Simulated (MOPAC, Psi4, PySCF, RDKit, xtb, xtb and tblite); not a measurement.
Two geometries of SMILES OB(O)c1cc(ccc1)C=O (C7H7BO3), relaxed at GFN2-xTB with one dihedral held; other torsions can differ between them too.

Structure A

```
18

O     -2.1567     2.7088    -1.1450
C     -2.4176     1.5828    -0.8270
C     -1.4386     0.5393    -0.4297
C     -0.9105     0.5152     0.8550
C     -0.0343    -0.4943     1.2152
C      0.3196    -1.4680     0.3000
C     -0.1904    -1.4614    -0.9991
B      0.2479    -2.5814    -2.0330
O      0.8580    -3.6845    -1.5552
O      0.0499    -2.4897    -3.3752
C     -1.0851    -0.4492    -1.3401
H     -3.4673     1.2138    -0.8445
H     -1.1867     1.2838     1.5616
H      0.3721    -0.5170     2.2155
H      1.0016    -2.2563     0.5781
H      1.1019    -4.3173    -2.2321
H     -0.3633    -1.6900    -3.6952
H     -1.5186    -0.4169    -2.3319
```

Structure B

```
18

O      2.1225     2.7531    -0.9778
C      2.3928     1.6049    -0.7348
C      1.4406     0.5805    -0.2907
C      0.0744     0.7587    -0.5104
C     -0.8165    -0.2222    -0.1202
C     -0.3525    -1.3745     0.4915
C      1.0094    -1.5818     0.7281
B      1.4953    -2.9158     1.4364
O      0.6027    -3.9146     1.5868
O      2.7567    -3.1085     1.9054
C      1.8936    -0.5911     0.3122
H      3.4398     1.2411    -0.8009
H     -0.2597     1.6687    -0.9861
H     -1.8742    -0.0918    -0.2947
H     -1.0440    -2.1449     0.7963
H      0.9565    -4.6908     2.0232
H      3.3711    -2.3842     1.8040
H      2.9601    -0.7151     0.4582
```

Q: Which is lower in energy at the level PBE0-D3(BJ)/def2-SVP // GFN2-xTB in Psi4, and by how much?

A: B is lower, by 35.83 kJ/mol (dihedral O1–C2–C3–C4: 80° in A, 20° in B).

E(B) − E(A) in kJ/mol at the other levels, on the same two geometries: GFN2-xTB (xtb and tblite) -19.87; PBE0/def2-SVP // GFN2-xTB (Psi4) -35.76; PBE/def2-SVP // GFN2-xTB (Psi4) -37.64; PBE-D3(BJ)/def2-SVP // GFN2-xTB (Psi4) -37.78; UFF // GFN2-xTB (RDKit) -32.48; PM7, restricted, heats of formation // GFN2-xTB (MOPAC) -5.73; PM3, restricted, heats of formation // GFN2-xTB (MOPAC) -4.75; GFN1-xTB // GFN2-xTB (xtb) -19.99; restricted B3LYP/6-31G*, spherical d, density fitting // GFN2-xTB (PySCF) -36.75; restricted LDA (SVWN5)/6-31G*, spherical d, density fitting // GFN2-xTB (PySCF) -41.83; restricted Hartree-Fock/6-31G*, spherical d, density fitting // GFN2-xTB (PySCF) -32.83.
